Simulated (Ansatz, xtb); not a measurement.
## Two isomers of C4H5FGeS

Structure X is `Fc1c[c]([GeH3])cs1`, a singlet and structure Y is `Fc1ccs[c]1[GeH3]`, a singlet. Both are isolated molecules in the gas phase, relaxed with B3LYP/def2-SVP.

X (Å):

```json
{"atom": "C", "x (Å)": "-0.4912", "y (Å)": "0.9346", "z (Å)": "-1.0535"}
{"atom": "C", "x (Å)": "-0.0542", "y (Å)": "-0.2850", "z (Å)": "-0.6251"}
{"atom": "C", "x (Å)": "1.2612", "y (Å)": "-0.2068", "z (Å)": "-0.0461"}
{"atom": "C", "x (Å)": "1.7570", "y (Å)": "1.0748", "z (Å)": "-0.0642"}
{"atom": "F", "x (Å)": "-1.6536", "y (Å)": "1.2110", "z (Å)": "-1.6307"}
{"atom": "Ge", "x (Å)": "2.2551", "y (Å)": "-1.7192", "z (Å)": "0.6886"}
{"atom": "S", "x (Å)": "0.6544", "y (Å)": "2.2173", "z (Å)": "-0.7768"}
{"atom": "H", "x (Å)": "-0.6527", "y (Å)": "-1.1914", "z (Å)": "-0.7241"}
{"atom": "H", "x (Å)": "1.4720", "y (Å)": "-2.3650", "z (Å)": "1.8513"}
{"atom": "H", "x (Å)": "3.6118", "y (Å)": "-1.1998", "z (Å)": "1.2035"}
{"atom": "H", "x (Å)": "2.4880", "y (Å)": "-2.7893", "z (Å)": "-0.3989"}
{"atom": "H", "x (Å)": "2.7190", "y (Å)": "1.4311", "z (Å)": "0.3029"}
```

Y (Å):

```xyz
12

C     0.3128   -0.0438   -0.6766
C    -0.7342   -0.9409   -0.3227
C    -0.3362   -1.7871    0.6813
C     1.4863   -0.1850    0.0256
F     0.1561    0.8782   -1.6365
Ge    3.1204    0.8554   -0.1825
S     1.2925   -1.4792    1.1725
H    -1.7163   -0.9423   -0.7960
H    -0.9150   -2.5769    1.1588
H     3.6655    0.7004   -1.6147
H     2.8381    2.3432    0.0986
H     4.1499    0.3184    0.8295
```

Quicker runs give these differences E(Y) − E(X): GFN2-xTB −0.209 eV; HF/STO-3G −0.054 eV (at GFN2-xTB geometries); r2SCAN-D4/def2-SVP −0.274 eV (at GFN2-xTB geometries).

Problem. Estimate E(Y) − E(X) at the level CCSD(T)/def2-SVP + ΔMP2/def2-TZVPP.

Solution. Calculated at CCSD(T)/def2-SVP + ΔMP2/def2-TZVPP: E(Y) − E(X) = −0.263 eV, so structure Y lies lower.

Level by level:

| level | geometry | E(Y) − E(X) (eV) | departure from the last row (eV) | job, with rough time for the two |
| --- | --- | --- | --- | --- |
| GFN2-xTB | GFN2-xTB | −0.209 | +0.053 | optimisation, 0.24 s |
| HF/STO-3G | GFN2-xTB | −0.054 | +0.209 | single point, 0.9 s |
| r2SCAN-D4/def2-SVP | GFN2-xTB | −0.274 | −0.011 | single point, 8.4 s |
| B3LYP/def2-SVP | B3LYP/def2-SVP | −0.268 | −0.005 | optimisation, 2.6 min |
| HF/def2-SVP | B3LYP/def2-SVP | −0.310 | −0.047 | part of the CCSD(T) run |
| MP2/def2-SVP | B3LYP/def2-SVP | −0.296 | −0.034 | part of the CCSD(T) run |
| CCSD(T)/def2-SVP | B3LYP/def2-SVP | −0.274 | −0.011 | single point |
| CCSD(T)/def2-SVP + ΔMP2/def2-TZVPP | B3LYP/def2-SVP | −0.263 |  | single point, 3 min |

As drawn, both hold the same kinds of bond in the same numbers.

The levels shown agree on the order. The largest departure from CCSD(T)/def2-SVP + ΔMP2/def2-TZVPP is that of HF/STO-3G, 0.209 eV. The last row adds to CCSD(T) the change of the MP2 difference between the two basis sets, here +0.011 eV.

With thermal terms from frequencies at re-optimised GFN2-xTB minima (ideal gas, soft modes damped towards free rotors, one conformer each, 298.15 K, 1 atm): the zero-point term adds +0.008 eV; ΔH is −0.253 and ΔG −0.257 eV.

The correlated steps freeze 19 core orbitals; the filled d shell of Ge is correlated, in a basis made for valence electrons. Programs: Ansatz 0.2.0, xtb 6.7.1; the last row on 2 threads of Arm Neoverse V1 on a shared host.
